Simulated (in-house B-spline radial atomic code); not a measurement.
Configurations of La⁶⁺, with energies counted from [Kr] 4d10 5s2 5p3. Computed with an all-electron radial atomic-structure program (B-spline basis): scalar-relativistic (X2C) PBE0, spin-polarised, spherical fractional occupations, exact exchange averaged over the configuration, Fermi nucleus of rms radius 4.855 fm. Shells without spins written out take the highest spin.

Occupations are held fixed; configurations that lie above the ionisation limit could autoionise.

```csv
configuration,E - E(ref) (eV),highest orbital,its <r> (bohr)
[Kr] 4d10 5s2 5p2 5d1,26.514,5d up,1.957
[Kr] 4d10 5s1 5p3 5d1,40.183,5d up,1.933
[Kr] 4d10 5s2 5p2 5f1,51.69,5f up,2.759
[Kr] 4d9 4f1 5s2 5p3,100.65,4f up,0.9759
[Kr] 4d9 5s2 5p3 6p1,137.63,6p up,3.027
[Ar] 3d10 4s2 4p5 4d10 5s2 5p3 6d1,248.14,6d up,3.613
```

**Question.** Order these further configurations by energy, lowest first.
A. [Kr] 4d10 4f1 5s2 5p2
B. [Kr] 4d10 5s2 5p2 6d1
C. [Ar] 3d10 4s2 4p5 4d10 4f1 5s2 5p3
D. [Kr] 4d9 5s2 5p3 6s1
E. [Ar] 3d10 4s2 4p5 4d10 5s2 5p3 5f1

**Answer.** A (14.792 eV), B (55.094 eV), D (130.55 eV), C (200.43 eV), E (244.05 eV).

**Question.** How far above the reference does [Kr] 4d10 5s2 5p2 6s1 lie?

**Answer.** 38.252 eV; its least bound orbital is 6s up with <r> = 2.785 bohr.
